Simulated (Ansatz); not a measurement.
`BCBC` + `[SiH3][GeH3]` → `CB[SiH3]` + `B[CH2][GeH3]` at 600 K and 1 bar (redistribution).

Calculated with Ansatz (gas phase, PBE0-D4/def2-TZVP geometries, no zero-point term in ΔE). CBS: MP2 limit from def2 TZ/QZ plus the TZ coupled-cluster correction, frozen cores. For Ge outer-core shells are correlated without core-valence functions, which leaves a few kJ/mol of doubt a bond. Scalar relativity is left out up to krypton. One conformer a species, not always the lowest.

```tsv
species	CCSD(T)/CBS energy (Eh)	H − E (kJ/mol)	S (J/(mol·K))
`BCBC`	-130.49141	312.2	416.7
`[SiH3][GeH3]`	-2368.78170	172.3	364.0
`CB[SiH3]`	-356.10570	243.9	396.6
`B[CH2][GeH3]`	-2143.14744	239.7	402.3
```

H − E and S are ideal-gas, rigid-rotor, harmonic terms from PBE0-D4/def2-TZVP, for one conformer and one mirror image of each species. 1 Eh = 2625.50 kJ/mol, R = 8.31446 J/(mol·K).

Problem. By hand: ΔE, ΔH, ΔS and ΔG.

Solution. ΔE = (-356.10570) + (-2143.14744) − (-130.49141) − (-2368.78170) = 0.01997 Eh = 52.4 kJ/mol. Δ(H − E) = 243.9 + 239.7 − 312.2 − 172.3 = -0.9, so ΔH = 51.5 kJ/mol. ΔS = 396.6 + 402.3 − 416.7 − 364.0 = 18.2 J/(mol·K). ΔG = 51.5 − 600 × (18.2)/1000 = 40.6 kJ/mol.

Problem. By hand: the equilibrium constant, and the temperature at which ΔG would vanish if ΔH and ΔS stayed fixed.

Solution. log₁₀ K = −ΔG/(RT ln 10) = -3.5. ΔG = 0 at ΔH/ΔS = 2830 K, far beyond where these terms or the molecules hold.

ΔH outweighs TΔS. A doubt of 5 kJ/mol in ΔE shifts log₁₀ K by 0.4 here. Other conformers and mirror images would add mixing entropy, several J/(mol·K) or more a flexible species. Modes under 60 cm⁻¹, often nearly free rotors, make the harmonic entropy too high. These are equilibria of isolated gas molecules and say nothing of rates. Largest T1 diagnostic: 0.012 (customary marks: 0.02 for closed shells, 0.045 for open ones).
